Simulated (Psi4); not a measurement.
H$_{9}$Si$_{5}$, charge +2, doublet, geometry from GFN2-xTB of the parent state (a state made from the parent by changing its charge; the spin is typed, not shown lowest); PBE/STO-3G run with Psi4.

Input for Psi4:
```
memory 2 GB

molecule {
2 2
  Si    0.22496068    1.95440188   -0.01027980
  Si    1.88800118    0.44842216    0.55798722
  Si    0.94515537   -1.67383499    0.29088219
  Si   -1.27426537   -1.42182704   -0.36648372
  Si   -1.75058991    0.86157224   -0.51971999
  H     0.07045402    3.07203494    0.93982683
  H     2.47985432    0.61277713    1.89442217
  H     3.04627284    0.62184605   -0.33380809
  H     1.70712927   -2.45744605   -0.68791237
  H     1.04860490   -2.46514999    1.52306830
  H    -1.53179502   -2.08967682   -1.64724305
  H    -2.18526124   -2.09795509    0.56523578
  H    -2.18131473    1.21542148   -1.88215708
  H    -2.91961163    1.22586879    0.29516486
}

set basis sto-3g
set reference uks

energy('pbe')
print_variables()
```

The log (banner, timings and long lists left out):

```
   => Loading Basis Set <=

    Name: STO-3G
    Role: ORBITAL
    Keyword: BASIS

         ---------------------------------------------------------
                                   SCF
               by Justin Turney, Rob Parrish, Andy Simmonett
                          and Daniel G. A. Smith
                              UKS Reference
         ---------------------------------------------------------

  ==> Geometry <==

    Molecular point group: c1
    Full point group: C1

    Geometry (in Angstrom), charge = 2, multiplicity = 2:

       Center              X                  Y                   Z               Mass
    ------------   -----------------  -----------------  -----------------  -----------------
         SI           0.221864068133     1.938693106666    -0.005847035574    27.976926534650
         SI           1.884904568133     0.432713386666     0.562419984426    27.976926534650
         SI           0.942058758133    -1.689543763334     0.295314954426    27.976926534650
         SI          -1.277361981867    -1.437535813334    -0.362050955574    27.976926534650
         SI          -1.753686521867     0.845863466666    -0.515287225574    27.976926534650
         H            0.067357408133     3.056326166666     0.944259594426     1.007825032230
         H            2.476757708133     0.597068356666     1.898854934426     1.007825032230
         H            3.043176228133     0.606137276666    -0.329375325574     1.007825032230
         H            1.704032658133    -2.473154823334    -0.683479605574     1.007825032230
         H            1.045508288133    -2.480858763334     1.527501064426     1.007825032230
         H           -1.534891631867    -2.105385593334    -1.642810285574     1.007825032230
         H           -2.188357851867    -2.113663863334     0.569668544426     1.007825032230
         H           -2.184411341867     1.199712706666    -1.877724315574     1.007825032230
         H           -2.922708241867     1.210160016666     0.299597624426     1.007825032230

  Running in c1 symmetry.

  Rotational constants: A =      0.05371  B =      0.05044  C =      0.02698 [cm^-1]
  Rotational constants: A =   1610.11170  B =   1512.11950  C =    808.74989 [MHz]
  Nuclear repulsion =  480.411803250522610

  Charge       = 2
  Multiplicity = 2
  Electrons    = 77
  Nalpha       = 39
  Nbeta        = 38

  ==> Algorithm <==

  SCF Algorithm Type is DF.
  DIIS enabled.
  MOM disabled.
  Fractional occupation disabled.
  Guess Type is SAD.
  Energy threshold   = 1.00e-06
  Density threshold  = 1.00e-06
  Integral threshold = 1.00e-12

  ==> Primary Basis <==

  Basis Set: STO-3G
    Blend: STO-3G
    Number of shells: 34
    Number of basis functions: 54
    Number of Cartesian functions: 54
    Spherical Harmonics?: true
    Max angular momentum: 1

  ==> DFT Potential <==

   => LibXC <=

    Version 7.1.2
    S. Lehtola, C. Steigemann, M. J. T. Oliveira, and M. A. L. Marques,  SoftwareX 7, 1–5 (2018) (10.1016/j.softx.2017.11.002)

   => Composite Functional: PBE <=

    PBE GGA Exchange-Correlation Functional

    J.P. Perdew et. al., Phys. Rev. Lett., 77(18), 3865-3868, 1996

    Deriv               =              1
    GGA                 =           TRUE
    Meta                =          FALSE

    Exchange Hybrid     =          FALSE
    MP2 Hybrid          =          FALSE

   => Exchange Functionals <=

    1.0000     XC_GGA_X_PBE

   => Correlation Functionals <=

    1.0000     XC_GGA_C_PBE

   => LibXC Density Thresholds  <==

    XC_GGA_C_PBE:  1.00E-12
    XC_GGA_X_PBE:  1.00E-15

   => Molecular Quadrature <=

    Radial Scheme          =       TREUTLER
    Pruning Scheme         =           NONE
    Nuclear Scheme         =       TREUTLER

    Blocking Scheme        =         OCTREE
    BS radius alpha        =              1
    Pruning alpha          =              1
    Radial Points          =             75
    Spherical Points       =            302
    Total Points           =         293540
    Total Blocks           =           2246
    Max Points             =            256
    Max Functions          =             50
    Weights Tolerance      =       1.00E-15

   => Loading Basis Set <=

    Name: (STO-3G AUX)
    Role: JKFIT
    Keyword: DF_BASIS_SCF

  ==> Integral Setup <==

  SCF_SUBTYPE=INCORE selected. In-core MEM_DF algorithm will be used.
  Using in-core AOs.

  ==> MemDFJK: Density-Fitted J/K Matrices <==

    J tasked:                   Yes
    K tasked:                    No
    wK tasked:                   No
    Algorithm:                 Core
    Schwarz Cutoff:           1E-12
    Mask sparsity (%):      11.6598
    Fitting Condition:        1E-10

   => Auxiliary Basis Set <=

  Basis Set: (STO-3G AUX)
    Blend: DEF2-UNIVERSAL-JKFIT
    Number of shells: 244
    Number of basis functions: 802
    Number of Cartesian functions: 955
    Spherical Harmonics?: true
    Max angular momentum: 4

  Minimum eigenvalue in the overlap matrix is 2.8812998739E-01.
  Reciprocal condition number of the overlap matrix is 1.4427304186E-01.
    Using symmetric orthogonalization.

  ==> Pre-Iterations <==

  SCF Guess: Superposition of Atomic Densities via on-the-fly atomic UHF (no occupation information).

   -------------------------
    Irrep   Nso     Nmo
   -------------------------
     A         54      54
   -------------------------
    Total      54      54
   -------------------------

  ==> Iterations <==

                           Total Energy        Delta E     RMS |[F,P]|

   @DF-UKS iter SAD: -1432.25148117398385   -1.43225e+03   0.00000e+00
   @DF-UKS iter   1: -1434.34582766235144   -2.09435e+00   1.02350e-02 DIIS/ADIIS
   @DF-UKS iter   2: -1432.51145968744004    1.83437e+00   2.12325e-02 DIIS/ADIIS
   @DF-UKS iter   3: -1434.44129067570520   -1.92983e+00   6.91380e-03 DIIS/ADIIS
   @DF-UKS iter   4: -1434.62990539544830   -1.88615e-01   3.18481e-03 DIIS/ADIIS
   @DF-UKS iter   5: -1434.65782826192435   -2.79229e-02   1.22491e-03 DIIS/ADIIS
   @DF-UKS iter   6: -1434.66312654923013   -5.29829e-03   5.71208e-04 DIIS/ADIIS
   @DF-UKS iter   7: -1434.66416698271610   -1.04043e-03   2.05361e-04 DIIS/ADIIS
   @DF-UKS iter   8: -1434.66431311699694   -1.46134e-04   3.33075e-05 DIIS
   @DF-UKS iter   9: -1434.66431878308913   -5.66609e-06   1.34460e-05 DIIS
   @DF-UKS iter  10: -1434.66431957832151   -7.95232e-07   3.38809e-06 DIIS
   @DF-UKS iter  11: -1434.66431962440583   -4.60843e-08   1.54521e-06 DIIS
   @DF-UKS iter  12: -1434.66431954538803    7.90178e-08   4.31821e-06 DIIS
   @DF-UKS iter  13: -1434.66431963524337   -8.98553e-08   2.96851e-07 DIIS
  Energy and wave function converged.

  ==> Post-Iterations <==

   Electrons on quadrature grid:
      Nalpha   =   38.9999802436 ; deviation = -1.976e-05
      Nbeta    =   37.9999813297 ; deviation = -1.867e-05
      Ntotal   =   76.9999615732 ; deviation = -3.843e-05

   @Spin Contamination Metric:   9.399037428E-04
   @S^2 Expected:                7.500000000E-01
   @S^2 Observed:                7.509399037E-01
   @S   Expected:                5.000000000E-01
   @S   Observed:                5.000000000E-01

    Orbital Energies [Eh]
    ---------------------

    Alpha Occupied:

[...]
    Alpha Virtual:

[...]
    Beta Occupied:

[...]
    Beta Virtual:

[...]
      54A      0.024993

    Final Occupation by Irrep:
              A
    DOCC [    38 ]
    SOCC [     1 ]
    NA   [    39 ]
    NB   [    38 ]

  @DF-UKS Final Energy: -1434.66431963524337

   => Energetics <=

    Nuclear Repulsion Energy =            480.4118032505226097
    One-Electron Energy =               -2925.3573897032438254
    Two-Electron Energy =                1116.7076676292367665
    DFT Exchange-Correlation Energy =    -106.4264008117589668
    Empirical Dispersion Energy =           0.0000000000000000
    VV10 Nonlocal Energy =                  0.0000000000000000
    Total Energy =                      -1434.6643196352433733

  UHF NO Occupations:
  HONO-2 :   37  A 1.9999328
  HONO-1 :   38  A 1.9998426
  HONO-0 :   39  A 1.0000000
  LUNO+0 :   40  A 0.0001574
  LUNO+1 :   41  A 0.0000672
  LUNO+2 :   42  A 0.0000635
  LUNO+3 :   43  A 0.0000565

Computation Completed

Properties will be evaluated at   0.000000,   0.000000,   0.000000 [a0]

Properties computed using the SCF density matrix

 Multipole Moments:

 ------------------------------------------------------------------------------------
     Multipole            Electronic (a.u.)      Nuclear  (a.u.)        Total (a.u.)
 ------------------------------------------------------------------------------------

 L = 1.  Multiply by 2.5417464519 to convert [e a0] to [Debye]
 Dipole X            :          0.5891088           -0.4622881            0.1268207
 Dipole Y            :          3.3871657           -2.3451372            1.0420285
 Dipole Z            :         -0.6904694            0.6617601           -0.0287094
 Magnitude           :                                                    1.0501100

 ------------------------------------------------------------------------------------

  Variable Map:
  ----------------------------------------------------------------------------
[...]
  Array Variable Map:
  ----------------------------------------------------------------------------
[...]
[...]
```
